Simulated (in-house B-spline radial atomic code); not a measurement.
Radial electron density of the tellurium ion Te⁵⁺, [Ar] 3d9 4s2 4p6 4d10 5s2. Level of theory: scalar-relativistic (X2C) PBE0, spin-polarised, spherical fractional occupations, exact exchange averaged over the configuration, Fermi nucleus of rms radius 4.7423 fm; calculated with a radial B-spline atomic code at the basis-set limit.

One-electron X2C: radii and densities carry no picture-change correction, so inner-shell <1/r> comes out high (for 1s by about 2 % at Z = 33, 5 % at 54, 10 % at 75, 30 % at 118) and <r> low.

Columns: r (bohr), 4πr²n(r) (electrons per bohr), bar.

```
0.000877    2.163 #
 0.00108    3.006 ##
 0.00132    4.112 ##
 0.00163    5.687 ###
   0.002    7.738 ####
 0.00246    10.48 #####
 0.00302    14.03 #######
 0.00371    18.56 #########
 0.00456     24.2 ############
 0.00561    31.01 ################
 0.00689    38.75 ####################
 0.00846    47.07 ########################
  0.0104     55.3 ############################
  0.0128    62.36 ################################
  0.0157     66.9 ##################################
  0.0193    68.08 ###################################
  0.0237    65.79 #################################
  0.0291     61.5 ###############################
  0.0358    58.32 ##############################
   0.044    59.95 ##############################
  0.0541    67.99 ###################################
  0.0665    79.34 ########################################
  0.0817    86.59 ############################################
     0.1    83.38 ##########################################
   0.123    71.05 ####################################
   0.152    60.39 ###############################
   0.186    61.53 ###############################
   0.229    69.09 ###################################
   0.281    66.88 ##################################
   0.346     48.8 #########################
   0.425    29.32 ###############
   0.522    23.31 ############
   0.642    27.05 ##############
   0.788    26.91 ##############
   0.969    19.32 ##########
    1.19    10.58 #####
    1.46     5.13 ###
     1.8    2.446 #
    2.21    1.065 #
    2.71   0.3354 
    3.34  0.06063 
     4.1 0.005756 
    5.04 0.0002359 
    6.19 3.62e-06
```

On this grid the curve has 4 maxima, near 0.0193, 0.0817, 0.229, 0.642 bohr.

The 5s up radial function P(r) = rR(r), positive near the nucleus:

| r (bohr) | P |
| --- | --- |
| 0.000385 | 0.01517 |
| 0.000581 | 0.0212 |
| 0.000877 | 0.02947 |
| 0.00132 | 0.04058 |
| 0.002 | 0.05554 |
| 0.00302 | 0.07445 |
| 0.00456 | 0.09692 |
| 0.00689 | 0.1203 |
| 0.0104 | 0.1374 |
| 0.0157 | 0.1345 |
| 0.0237 | 0.09084 |
| 0.0358 | -0.01005 |
| 0.0541 | -0.147 |
| 0.0817 | -0.217 |
| 0.123 | -0.07583 |
| 0.186 | 0.232 |
| 0.281 | 0.269 |
| 0.425 | -0.2149 |
| 0.642 | -0.4628 |
| 0.969 | 0.1889 |
| 1.46 | 0.8651 |
| 2.21 | 0.6717 |
| 3.34 | 0.1724 |
| 5.04 | 0.01082 |
